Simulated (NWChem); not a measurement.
Species: CHF₂NOSi; SMILES F[SiH](F)N=C=O

```xyz
7

Si    -0.0001     0.8958     0.3822
F     -1.2923     1.5240    -0.3323
F      1.2910     1.5246    -0.3337
N      0.0001    -0.7785     0.1357
C      0.0006    -1.9616    -0.0671
O      0.0009    -3.1088    -0.2545
H      0.0006     1.2470     1.8081
```
Atoms are numbered in this order, from 1.

Computed with NWChem. Coordinates come from a PBE0/def2-SVP optimisation. B3LYP is NWChem's, with the RPA form of VWN correlation. Field at 589 nm.

Problem. What does the run give for B3LYP/def2-SVP? Quantities: isotropic polarisability (bohr³); anisotropy (bohr³).

Solution. The isotropic polarisability (bohr³) comes out as 35.5 and the anisotropy (bohr³) is 32.5.
